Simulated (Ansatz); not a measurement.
`N[Si](Cl)(Cl)[Si](N)(Cl)Cl`. Charge 0, multiplicity 1. The structure was optimised at the PBE0-D4/def2-TZVP level. It is one conformer, not always the lowest.

```xyz
12

N    -1.336    0.107   -1.813
Si   -0.768   -0.848   -0.537
Cl   -2.383   -1.843    0.222
Cl    0.633   -2.161   -1.283
Si    0.355    0.247    1.187
N     1.850    0.792    0.593
Cl    0.477   -1.001    2.820
Cl   -0.680    1.917    1.777
H    -0.708    0.614   -2.415
H    -2.265    0.495   -1.794
H     2.329    1.558    1.041
H     2.496    0.124    0.201
```

Task: What is the dipole moment at PBE/def2-TZVPP? (Best estimate.)

Result: The calculation gave: 3.16 D, with components (1.32, 2.12, -1.94) D in this frame, pointing from negative to positive charge.

Task: And with r2SCAN, B3LYP, ωB97M-V? (Estimate.)

Result: The calculation gave: r2SCAN 3.23 D, B3LYP 3.16 D, ωB97M-V 3.15 D.

Task: Give the Mulliken charges with PBE, r2SCAN, B3LYP in def2-TZVPP. (Estimate.)

Result: The calculation gave: 
| atom | PBE | r2SCAN | B3LYP |
| --- | --- | --- | --- |
| N1 | -0.34 | -0.41 | -0.35 |
| Si2 | 0.46 | 0.59 | 0.56 |
| Cl3 | -0.19 | -0.22 | -0.22 |
| Cl4 | -0.21 | -0.24 | -0.24 |
| Si5 | 0.41 | 0.54 | 0.51 |
| N6 | -0.36 | -0.43 | -0.37 |
| Cl7 | -0.20 | -0.23 | -0.23 |
| Cl8 | -0.21 | -0.24 | -0.24 |
| H9 | 0.16 | 0.16 | 0.15 |
| H10 | 0.16 | 0.17 | 0.15 |
| H11 | 0.16 | 0.16 | 0.14 |
| H12 | 0.16 | 0.16 | 0.15 |

B3LYP here is the variant with VWN-RPA as its local correlation; programs differ in this.

Program: Ansatz 0.2.0.
